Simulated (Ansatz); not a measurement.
Reaction (isomerisation): `CC1CCCCC1` → `C[C@@H]1CC[C@@H](C)C1`

Isolated molecules relaxed with PBE0-D4/def2-TZVP in Ansatz; ΔE leaves out vibrations. CCSD(T)/CBS adds triple-zeta CCSD(T) − MP2 to the extrapolated MP2 energy (def2 sets, frozen cores). Functionals use def2-TZVPP.

(1) Is it downhill or uphill in electronic energy at CCSD(T)/CBS, and by how much? (Estimate.)

(2) What do these levels give: PBE-D4, r2SCAN-D4, PBE0-D4, PBE, CCSD(T)/def2-TZVPP, CCSD/CBS(def2)? (Best estimate.)

Largest T1 diagnostic among the species: 0.009.

Results:

(1) Computed: Uphill: ΔE = +22.2 kJ/mol.

(2) Computed: PBE-D4 20.3, r2SCAN-D4 22.7, PBE0-D4 21.9, PBE 18.7, CCSD(T)/def2-TZVPP 21.2, CCSD/CBS(def2) 22.7 kJ/mol.
